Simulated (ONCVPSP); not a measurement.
## Sc: one change to an ONCV potential, before and after

* Element: Sc (Z = 21)
* Generator: ONCVPSP 4.0.1
* Type: optimised norm-conserving Vanderbilt (ONCV)
* Functional: LDA (Perdew-Wang 92)
* Relativity: scalar-relativistic
* Frozen core: [Ne]
* Valence charge: 11
* Reference configuration: 3s2 3p6 3d1 4s1.75 4p0.25
* Partial waves: 3s+4s: rc 1.50 bohr, ncon 4, nbas 9, qcut 8.2 1/bohr, 2 projectors; 3p+4p: rc 1.90 bohr, ncon 5, nbas 9, qcut 6.7 1/bohr, 2 projectors; 3d: rc 2.65 bohr, ncon 5, nbas 8, qcut 5.7 1/bohr, 2 projectors, debl 1.9 Ha
* Local potential: polynomial inside 1.30 bohr (lpopt 2, dvloc0 0 Ha)
* Core correction: polynomial model core, fcfact 0.55

Change: all radii but the core radius scaled by about 0.80 (s 1.20, p 1.52, d 2.12 bohr); local potential polynomial inside 1.04 bohr (lpopt 2, dvloc0 0 Ha).

Cutoffs: the cutoffs (Ha) at which the residual kinetic energy of the hardest occupied pseudo-wave falls to 1 and 0.1 mHa per electron; they do not see the model core or the augmentation charge, which bear on the density cutoff. Errors are all-electron minus pseudo energies relative to the spin-unpolarised reference configuration.

Q: Predict the effect on cutoff, ghosts and configuration errors.

A: The potential gets harder (23 Ha and 27 Ha → 36 Ha and 48 Ha); of the 4 tests that both files solve, the error grows in 0 and shrinks in 1 by more than 15 % and 0.3 meV (median size 0.1 → 0.1 meV); neither file shows a bound ghost. A smaller radius makes the pseudo-wave follow the all-electron one further in, where it bends more sharply, so more plane waves are needed.

```tsv
quantity	base	changed
cutoff, loose	23 Ha	36 Ha
cutoff, tight	27 Ha	48 Ha
loose cutoff by channel	s 23 Ha, p 16 Ha, d 14 Ha	s 28 Ha, p 17 Ha, d 36 Ha
bound ghosts	none	none
GHOST(+) flags under 300 eV	none	none
error for 3s2 3p6 3d1 4s2 4p0, meV [ΔE -0.70 eV]	0.0	0.0
error for 3s2 3p6 3d1 4s1 4p0, meV [ΔE 6.36 eV]	-0.2	-0.2
error for 3s2 3p6 3d1 4s0 4p0, meV [ΔE 19.32 eV]	-1.7	-0.4
error for 3s2 3p6 3d1 4s1.5 4p0, meV [ΔE 2.12 eV]	-0.1	-0.1
rms error of d²Exc/dni dnj with the model core, mHa	0.74	0.56
```
